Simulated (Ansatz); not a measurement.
**Two structures, one formula**

The two ends of one reaction step of AlNH₄SF₂, singlet (PBE0-D4/def2-TZVP).

A:

```xyz
9
angstrom
Al -0.8534 0.2503 -0.2545
S 1.4052 0.8988 -1.1547
F -1.3606 -0.3904 -1.6976
F -1.2640 1.8097 0.1326
H 1.9575 1.1351 0.0477
N -0.5476 -0.8730 1.0800
H 1.8882 -0.3547 -1.1981
H -0.6401 -1.8717 0.9952
H -0.5851 -0.6042 2.0493
```

B:

```
9
angstrom
Al -0.4390 0.5035 -0.5650
S 1.5178 1.2889 -1.2020
F -1.1053 -0.6865 -1.5163
F -1.4682 1.6137 0.1189
H 0.8921 -0.6159 1.3182
N -0.0957 -0.5999 1.0840
H 1.7122 0.2640 -2.0497
H -0.4076 -1.5557 0.9398
H -0.6062 -0.2121 1.8720
```

Computed with Ansatz 0.2.0 (basis: def2-TZVPP); correlated methods freeze the cores. B3LYP uses VWN-RPA correlation.

Which structure is lower at CCSD(T), and by how much? (To be estimated.)

Computed: B, by 27.23 kcal/mol (electronic energy, against the other). By their contacts, A is AlNH₄SF₂ ([NH2][Al]([F])([F])[SH2]) and B is AlNH₄SF₂ ([NH3][Al]([F])([F])[SH]).

All methods give the same order:

| method | E(B) − E(A) (kcal/mol) |
| --- | --- |
| SPW92 | -27.27 |
| PBE-D4 | -26.60 |
| BLYP-D4 | -24.70 |
| r2SCAN-D4 | -27.57 |
| B97M-V | -28.25 |
| PBE0-D4 | -28.10 |
| B3LYP-D4 | -26.09 |
| r2SCAN0-D4 | -28.51 |
| BHLYP-D4 | -27.61 |
| CAM-B3LYP-D4 | -26.39 |
| wB97X-V | -27.22 |
| wB97M-V | -27.05 |
| B2PLYP | -26.72 |
| PBE-QIDH | -28.72 |
| RPA on PBE | -25.76 |
| HF | -28.82 |
| MP2 | -27.51 |
| CCSD | -27.32 |
| CCSD(T) | -27.23 |

T1 diagnostic: at most 0.012.

Labels in which every atom is bracketed show which atoms are joined, not bond orders.

For scale, one of the runs: CCSD(T)/def2-TZVPP, 233 basis functions, launched by `ansatz run in.yaml --threads 4 --pin off --events-out ev --progress --plain --max-ram 9574MiB`. Time: 32 s of wall clock on 4 CPU threads of an Intel Xeon 6975P-C; the host was shared. Peak host memory: 4.4 GiB.
